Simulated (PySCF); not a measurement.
CsSi: one state, many levels of theory

State: ⁴Σ⁻ (quartet), unpaired electrons σ ↑, π ↑↑. Set-up: Cs def2-SVP with ECP46, Si def2-SVP; scalar-relativistic core potentials (PySCF 2.14). De refers to Cs + Si in their high-spin ground configurations, without counterpoise correction. The functionals are run spin-unrestricted. A positive dipole means Cs(−)Si(+).

```
      Level  Re (Å)  ωe (cm⁻¹)  De (eV)   μ (D)  CPU s a point (SCF and correlation, without the integrals)
        UHF   3.473        160     1.19  -12.31                                                         0.1
    UHF-MP2   3.396        167     1.39     n/a                                                        0.16
UHF-SCS-MP2   3.408        166     1.29     n/a                                                         n/a
   UHF-CCSD   3.399        166     1.30     n/a                                                         n/a
UHF-CCSD(T)   3.396        166     1.32     n/a                                                           2
        PBE   3.358        158     1.69   -9.21                                                        0.55
       BLYP   3.414        148     1.38   -8.67                                                        0.56
       TPSS   3.372        160     1.80  -10.00                                                        0.79
     r²SCAN   3.377        162     1.81  -10.55                                                        0.73
      TPSSh   3.368        162     1.79  -10.35                                                        0.79
       PBE0   3.350        165     1.68  -10.28                                                         0.8
      ωB97X   3.350        174     1.72  -11.60                                                        0.55
```

The bond length runs from 3.350 Å (PBE0) to 3.473 Å (UHF). De spans 1.19 eV (UHF, mean field) to 1.81 eV (r²SCAN, meta-GGA). Correlation at CCSD(T) changes the Hartree–Fock bond energy by +0.13 eV; the triples alone change it by +0.02 eV.

Correlated steps freeze 5 core orbitals. Correlated levels converge slowly with the basis: in double zeta they bind strong bonds too weakly, by up to about 1 eV, and carry superposition errors of some tenths. Spin–orbit coupling is left out, which matters for elements this heavy, above all for dissociation energies. The state is the lowest determinant that a PBE0 search found; another state may lie lower at other levels.

The whole job (state search and all levels along the bond) took about 1.7 min on 1 thread of Intel Xeon Platinum 8488C (shared host), peak memory 0.48 GiB.
